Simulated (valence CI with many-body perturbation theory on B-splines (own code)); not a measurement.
**E1 transitions of Zr⁺**

Calculated by configuration interaction combined with many-body perturbation theory (CI+MBPT): three valence electrons over a frozen Dirac-Fock core [Kr], radial functions for each j: 7 s, 7 p, 8 d, 6 f, 4 g, 1 h, with the one-electron correlation potential Σ1 (screened to all orders), the two-electron term Σ2, the three-electron term Σ3, Breit, model QED; selected single and double excitations, second order for the rest, scaled by the run's own slope (own B-spline code, finite nucleus).

Set against measurement, 29 paired levels are off by 246 cm⁻¹ on average, the worst by 602. These come from a selection out of the NIST Handbook of Basic Atomic Spectroscopic Data. Levels without a partner in it may be off by more, other configurations by 1,000 to 4,000 cm⁻¹.

Lines 201 to 250 of 524 in falling wavelength, among levels below 9.495 eV, chosen from the strongest by gf and those to the six lowest levels. Wavelengths and rates use the calculated energies, so an error of 200 cm⁻¹ moves a line at 3428 Å by 0.69 % and its rate by three times that or more. Electric multipoles are in the length gauge, E1 and E2 with the static RPA response of the core. Weak lines are less certain than strong ones. Lines between different terms over intervals too small for the method are left out, as are lines whose strength nearly cancels. Where a level lies close to another of its J and parity, the split of strength between their lines is uncertain. The highest levels of a list are the least certain.

Names give the largest LS component (configuration and term), which can be under half, so a name can repeat, a term be missing and a line seem to break the LS rules; names also repeat where a configuration has a term twice. Letters in brackets count levels of one name in rising energy.

| λ vac (Å) | λ from measured levels | Upper | Lower | A (s⁻¹) | S (a.u.) with core polarisation | S without |
| --- | --- | --- | --- | --- | --- | --- |
| 3428 | 3393 | 4d2.5p 4G°_11/2 | 4d2.5s 4F_9/2 | 1.71e+08 | 4.08e+01 | 4.60e+01 |
| 3428 |  | 4d2.5d 2G_9/2 [b] | 4d2.5p 2G°_9/2 [b] | 6.96e+07 | 1.38e+01 | 1.39e+01 |
| 3427 | 3394 | 4d2.5p 2D°_3/2 [a] | 4d2.5s 4F_5/2 | 2.58e+07 | 2.05e+00 | 2.30e+00 |
| 3426 |  | 4d2.5p 4S°_3/2 | 4d2.5s 4P_5/2 | 1.05e+08 | 8.34e+00 | 9.48e+00 |
| 3423 |  | 4d2.5d 2G_7/2 [b] | 4d2.5p 2G°_7/2 [b] | 7.14e+07 | 1.13e+01 | 1.14e+01 |
| 3414 |  | 4d2.6s 2D_5/2 | 4d2.5p 2P°_3/2 [a] | 6.31e+07 | 7.43e+00 | 7.31e+00 |
| 3414 |  | 4d2.5p 2F°_5/2 [a] | 4d2.5s 4F_3/2 | 2.98e+07 | 3.52e+00 | 3.96e+00 |
| 3411 |  | 4d2.5p 2F°_5/2 [b] | 4d3 2G_7/2 | 5.30e+07 | 6.23e+00 | 6.95e+00 |
| 3403 |  | 4d2.5p 4D°_7/2 [a] | 4d3 4F_9/2 | 5.92e+07 | 9.20e+00 | 1.03e+01 |
| 3395 |  | 4d2.5p 2F°_7/2 [b] | 4d3 2G_9/2 | 5.79e+07 | 8.95e+00 | 9.96e+00 |
| 3394 | 3357 | 4d2.5p 4F°_5/2 | 4d2.5s 4F_7/2 | 3.26e+07 | 3.78e+00 | 4.25e+00 |
| 3391 | 3358 | 4d2.5p 2D°_3/2 [a] | 4d2.5s 4F_3/2 | 3.54e+07 | 2.73e+00 | 3.07e+00 |
| 3381 |  | 4d.5s.5p 4F°_7/2 [b] | 4d2.5s 4P_5/2 | 3.21e+07 | 4.90e+00 | 5.56e+00 |
| 3381 |  | 4d2.5p 4D°_5/2 [a] | 4d3 4F_7/2 | 5.25e+07 | 6.01e+00 | 6.73e+00 |
| 3380 | 3342 | 4d2.5p 4F°_7/2 | 4d2.5s 4F_9/2 | 2.13e+07 | 3.25e+00 | 3.67e+00 |
| 3378 |  | 4d2.5p 2F°_5/2 [c] | 4d3 2G_7/2 | 5.91e+07 | 6.74e+00 | 7.54e+00 |
| 3377 |  | 4d2.5p 4D°_3/2 [a] | 4d3 4F_5/2 | 5.23e+07 | 3.98e+00 | 4.46e+00 |
| 3374 |  | 4d2.5p 4D°_1/2 [a] | 4d3 4F_3/2 | 6.30e+07 | 2.39e+00 | 2.68e+00 |
| 3368 |  | 4d2.6s 4F_7/2 | 4d2.5p 4F°_5/2 | 2.56e+07 | 3.86e+00 | 3.76e+00 |
| 3360 |  | 4d2.6s 4P_5/2 | 4d2.5p 4P°_5/2 | 5.16e+07 | 5.79e+00 | 5.59e+00 |
| 3359 |  | 4d2.5p 2H°_9/2 | 4d3 2H_11/2 | 2.07e+07 | 3.88e+00 | 4.31e+00 |
| 3354 |  | 4d2.6s 2G_7/2 | 4d2.5p 2G°_7/2 [b] | 7.20e+07 | 1.07e+01 | 1.06e+01 |
| 3350 |  | 4d2.6s 2G_9/2 | 4d2.5p 2G°_9/2 [b] | 7.17e+07 | 1.33e+01 | 1.31e+01 |
| 3348 |  | 4d.5p2 2P_3/2 | 4d2.5p 2D°_5/2 [d] | 5.40e+07 | 4.00e+00 | 4.53e+00 |
| 3346 |  | 4d2.5p 4F°_3/2 | 4d2.5s 4F_5/2 | 5.64e+06 | 4.17e-01 | 4.71e-01 |
| 3343 | 3307 | 4d2.5p 4F°_5/2 | 4d2.5s 4F_5/2 | 5.87e+07 | 6.50e+00 | 7.30e+00 |
| 3342 |  | 4d2.5p 4D°_3/2 [a] | 4d3 4F_3/2 | 9.36e+06 | 6.89e-01 | 7.75e-01 |
| 3340 |  | 4d.5s.5p 4F°_7/2 [a] | 4d3 2G_9/2 | 3.12e+07 | 4.58e+00 | 5.12e+00 |
| 3336 |  | 4d2.5p 4D°_5/2 [a] | 4d3 4F_5/2 | 7.32e+06 | 8.05e-01 | 9.08e-01 |
| 3330 | 3306 | 4d2.5p 2F°_7/2 [a] | 4d2.5s 4F_5/2 | 1.51e+07 | 2.19e+00 | 2.47e+00 |
| 3322 |  | 4d2.6s 4F_9/2 | 4d2.5p 4G°_11/2 | 1.25e+08 | 2.27e+01 | 2.20e+01 |
| 3320 |  | 4d.5s.5p 2F°_7/2 [b] | 4d3 2D_5/2 [b] | 2.77e+07 | 3.99e+00 | 4.25e+00 |
| 3319 |  | 4d2.5p 2H°_9/2 | 4d3 2H_9/2 | 3.81e+07 | 6.87e+00 | 7.77e+00 |
| 3317 | 3280 | 4d2.5p 4F°_7/2 | 4d2.5s 4F_7/2 | 9.24e+07 | 1.33e+01 | 1.50e+01 |
| 3312 | 3274 | 4d2.5p 4F°_9/2 | 4d2.5s 4F_9/2 | 1.23e+08 | 2.20e+01 | 2.47e+01 |
| 3311 |  | 4d2.5p 4F°_3/2 | 4d2.5s 4F_3/2 | 6.16e+07 | 4.41e+00 | 4.95e+00 |
| 3309 | 3273 | 4d2.5p 4F°_5/2 | 4d2.5s 4F_3/2 | 2.61e+07 | 2.80e+00 | 3.14e+00 |
| 3293 |  | 4d2.6s 4F_7/2 | 4d2.5p 4G°_9/2 | 1.04e+08 | 1.47e+01 | 1.42e+01 |
| 3287 |  | 4d2.6s 4P_5/2 | 4d.5s.5p 4F°_7/2 [b] | 4.70e+07 | 4.95e+00 | 4.88e+00 |
| 3286 |  | 4d2.6s 2F_7/2 | 4d2.5p 2D°_5/2 [a] | 3.34e+07 | 4.68e+00 | 4.54e+00 |
| 3283 |  | 4d2.5p 2H°_11/2 | 4d3 2H_11/2 | 4.55e+07 | 9.53e+00 | 1.07e+01 |
| 3279 |  | 4d2.5d 2F_7/2 [c] | 4d2.5p 2F°_7/2 [c] | 3.86e+07 | 5.37e+00 | 5.59e+00 |
| 3269 | 3233 | 4d2.5p 4F°_7/2 | 4d2.5s 4F_5/2 | 2.73e+07 | 3.77e+00 | 4.23e+00 |
| 3264 |  | 4d2.5p 2D°_5/2 [a] | 4d2.5s 4F_5/2 | 2.45e+07 | 2.52e+00 | 2.82e+00 |
| 3262 |  | 4d2.5p 2D°_5/2 [d] | 4d3 2D_5/2 [a] | 1.12e+08 | 1.15e+01 | 1.27e+01 |
| 3252 | 3215 | 4d2.5p 4F°_9/2 | 4d2.5s 4F_7/2 | 2.51e+07 | 4.25e+00 | 4.78e+00 |
| 3251 |  | 4d2.6s 4F_5/2 | 4d2.5p 4G°_7/2 | 8.72e+07 | 8.87e+00 | 8.57e+00 |
| 3235 |  | 4d2.5p 2D°_3/2 [b] | 4d3 4F_3/2 | 2.32e+06 | 1.55e-01 | 1.70e-01 |
| 3234 |  | 4d2.5p 2D°_3/2 [d] | 4d3 2D_3/2 [a] | 1.20e+08 | 8.02e+00 | 8.90e+00 |
| 3228 | 3167 | 4d2.5p 2F°_7/2 [b] | 4d2.5s 2F_7/2 | 4.66e+07 | 6.19e+00 | 6.82e+00 |
